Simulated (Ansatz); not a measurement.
Total energies of `C[NH][Ga]([F])[F]`.

Cartesian coordinates in Å:
```
C -0.9462 -0.7547 0.5068
N 0.0538 0.2920 0.5290
Ga 1.1071 0.7777 -0.8290
F 1.0133 -0.0133 -2.3777
F 2.2843 2.0532 -0.7089
H -1.9490 -0.3650 0.7119
H -0.9741 -1.2243 -0.4776
H -0.7297 -1.5409 1.2381
H 0.1405 0.7752 1.4073
```

Total charge 0; spin multiplicity 1. Correlated methods include outer-core shells of Ga, which these sets cover unevenly. Scalar relativity is left out up to krypton. The geometry is a stationary point of PBE0-D4/def2-TZVP. It is one conformer, not always the lowest. Basis def2-TZVPP, Ansatz.

RPA on PBE orbitals: Hartree–Fock energy of these orbitals -2216.92540 Eh, correlation -1.69765 Eh (frozen core).

```csv
functional,kind,energy without D4 (Eh),D4 term (kJ/mol)
LDA (SPW92),LDA,-2214.91410,–
PBE,GGA,-2219.43132,-15.4
revPBE,GGA,-2219.79127,-46.8
BLYP,GGA,-2220.05180,-33.8
r2SCAN,meta-GGA,-2219.88884,-3.7
B97M-V,meta-GGA with VV10,-2219.58051,–
PBE0,"global hybrid, 25 % exact exchange",-2219.47778,-12.9
B3LYP,"global hybrid, 20 %",-2220.08846,-24.8
r2SCANh,"meta-GGA hybrid, 10 %",-2219.86195,-3.9
r2SCAN0,"meta-GGA hybrid, 25 %",-2219.82359,-4.4
HSE06 (plane-wave form),screened hybrid,-2219.46427,-12.1
BHLYP,"global hybrid, 50 %",-2219.88011,-19.2
CAM-B3LYP,range-separated hybrid,-2220.06718,-13.1
LC-ωPBE,long-range corrected hybrid,-2219.62372,–
ωB97X-V,range-separated hybrid GGA with VV10,-2219.76262,–
ωB97M-V,range-separated hybrid meta-GGA with VV10,-2219.84075,–
B2PLYP,double hybrid,-2219.49134,–
PBE-QIDH,double hybrid,-2219.11130,–
```

B3LYP takes the VWN-RPA correlation (the form of Gaussian; ORCA's B3LYP/G). HSE06 is the plane-wave form, built on full-range PBE exchange. The double hybrids freeze the cores in their second-order part.

LC-ωPBE has ω = 0.4 bohr⁻¹.
